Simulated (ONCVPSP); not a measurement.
copper (Cu), ONCV: configuration errors across variants

copper, optimised norm-conserving Vanderbilt (ONCV), made with ONCVPSP 4.0.1 (LDA (Perdew-Wang 92), scalar-relativistic). Core [Ne], reference 3s2 3p6 3d10 4s1. Waves: 3s+4s: rc 1.25 bohr, ncon 4, nbas 8, qcut 8.7 1/bohr, 2 projectors; 3p: rc 0.70 bohr, ncon 5, nbas 8, qcut 10.1 1/bohr, 2 projectors, debl 1.1 Ha; 3d: rc 1.20 bohr, ncon 3, nbas 8, qcut 14.9 1/bohr, 1 projector. Local part: polynomial inside 0.60 bohr (lpopt 5, dvloc0 0 Ha). Core correction: Teter function, fcfact 5.75, rcfact 1.25.

In the p channel the program set the typed energies aside and used -2.647, 0.250 Ha.

All-electron excitation energies from the reference (eV): (1) 3s2 3p6 3d10 4s0 8.429; (2) 3s2 3p6 3d9 4s0 30.118; (3) 3s2 3p6 3d10 4s0 4p1 4.256.

A true bound ghost makes a file unfit for plane-wave use even where its test errors are small: the radial tests pick states by their node count and pass the ghost by.

Errors AE − PS in meV (a dash: test not solved or not reliable):

```tsv
change	(1)	(2)	(3)	bound ghosts	GHOST(+) flags above zero
base	+2.3	-5.4	+1.0	none	s
p: rc 0.6	+2.3	-5.4	+0.9	none	s, p
p: rc 0.66	+2.3	-5.4	+1.0	none	s, p
p: rc 0.74	+2.3	-5.4	+1.0	none	s
p: rc 0.84	+2.3	-5.4	+1.0	none	s
p: rc 0.92	+2.3	-5.4	+1.0	none	s
p: rc 1	+2.3	-5.4	+1.0	none	s
```

Q: Give the same row for: p: rc 0.52; local potential polynomial inside 0.52 bohr (lpopt 5, dvloc0 0 Ha).

A: +2.3, -5.4, +0.8; bound ghosts: p; GHOST(+) flags above zero: s, p.
